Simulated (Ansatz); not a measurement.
Two members of one family (Series [CuX2]-), computed with Ansatz in the gas phase. The two geometries come from different levels. Names give formal oxidation states. A dash marks a value that wasn't run or was left out as unsound. The structures are stationary points that may keep the symmetry of their start. Remarks come from the PBE and PBE0 runs and from stability tests at other levels; not every state was tested. A HOMO above zero means that the electron is unbound at that level and held by the basis, or that self-interaction error raises the level; the energy of removing that electron tells which. HOMO above LUMO (over both spins in singlets and doublets, within one spin in higher multiplets; at PBE or PBE0), or a gap under 0.15 eV within one spin, warns that the state may not be the lowest or that an electron is smeared out.

First: [Cu(SiH3)2]- (singlet, charge -1, PBE0-D4/def2-SVPD geometry).

Cartesian coordinates in Å:
```
Cu 0.000 -0.014 -0.012
Si 1.936 -0.867 0.962
H 1.845 -1.324 2.413
H 3.145 0.057 1.042
H 2.570 -2.097 0.325
Si -1.936 0.861 -0.968
H -3.121 -0.079 -1.153
H -1.828 1.448 -2.371
H -2.612 2.015 -0.238
```

```csv
level,HOMO (eV),vertical IE (eV)
PBE-D4/def2-SVPD,-0.92,–
r2SCAN-D4/def2-TZVPD,-1.11,3.46
PBE0-D4/def2-TZVPD,-1.83,3.53
ωB97X-V/def2-TZVPD,-3.95,–
ωB97M-V/def2-TZVPD,-3.81,–
```

Metal–donor distances: 2 × Si 2.33 Å.

Second: [CuMe2]- (singlet, charge -1, PBE0-D4/def2-TZVPD geometry).

```xyz
9

Cu    0.000    0.000    0.000
C     1.227   -1.194   -0.960
H     1.927   -1.710   -0.284
H     1.846   -0.656   -1.697
H     0.695   -1.983   -1.518
C    -1.227    1.194    0.960
H    -1.905    0.645    1.635
H    -1.870    1.774    0.278
H    -0.694    1.929    1.586
```

Task: Estimate the same table for the second.

Result: 
```
               level  HOMO (eV)  vertical IE (eV)
    PBE-D4/def2-SVPD       0.65                 –
r2SCAN-D4/def2-TZVPD       0.57              2.50
  PBE0-D4/def2-TZVPD      -0.54              2.45
  ωB97X-V/def2-TZVPD      -2.90                 –
  ωB97M-V/def2-TZVPD      -2.95                 –
```

Metal–donor distances: 2 × C 1.96 Å. Remarks: HOMO above zero at PBE or PBE0, gap within one spin near zero at PBE or PBE0 (neutral doublet), HOMO above LUMO (neutral doublet).
